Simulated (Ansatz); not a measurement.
Coupled-cluster diagnostics for BMe2(tBu) (C₆H₁₅B), Ansatz.

Geometry of the singlet (PBE-D4/def2-SVP):

```xyz
22

B     0.254    0.479   -0.783
C    -0.828    0.845   -1.872
C     1.754    0.929   -0.984
C    -0.165   -0.366    0.514
C    -0.536    0.748    1.531
C     0.983   -1.212    1.094
C    -1.393   -1.269    0.291
H    -0.945   -0.059   -2.516
H    -0.547    1.681   -2.543
H    -1.841    1.032   -1.459
H     2.303    1.130   -0.041
H     1.891    1.782   -1.678
H     2.279    0.057   -1.443
H    -0.853    0.293    2.496
H     0.322    1.418    1.749
H    -1.377    1.378    1.174
H     1.876   -0.601    1.336
H     1.304   -2.005    0.386
H     0.668   -1.718    2.034
H    -1.183   -2.064   -0.455
H    -2.274   -0.701   -0.068
H    -1.690   -1.775    1.236
```

Correlated methods freeze 7 core orbitals. Another isomer (singlet) lies 0.02 eV lower at PBE0-D4/def2-TZVP; other spin states weren't run for this one.

Problem. Estimate the CCSD(T) correlation energy, the shares of MP2 and (T), T1 and the reference's ⟨S²⟩ for: charge 0, singlet, own geometry in def2-SVP; and the rough time on 4 threads of Arm Neoverse V1 on a shared host.

Solution. 
```csv
state,basis,correlation (eV),MP2 share (%),(T) share (%),T1,⟨S²⟩ (pure),wall time
"charge 0, singlet, own geometry",def2-SVP,-29.709,88.2,3.0,0.008,0.00 (0.00),88 s
```
Customary marks for T1 are 0.02 (closed shells), 0.045 (open shells) and about 0.05 (3d metals). T1 stays under 0.02 throughout.
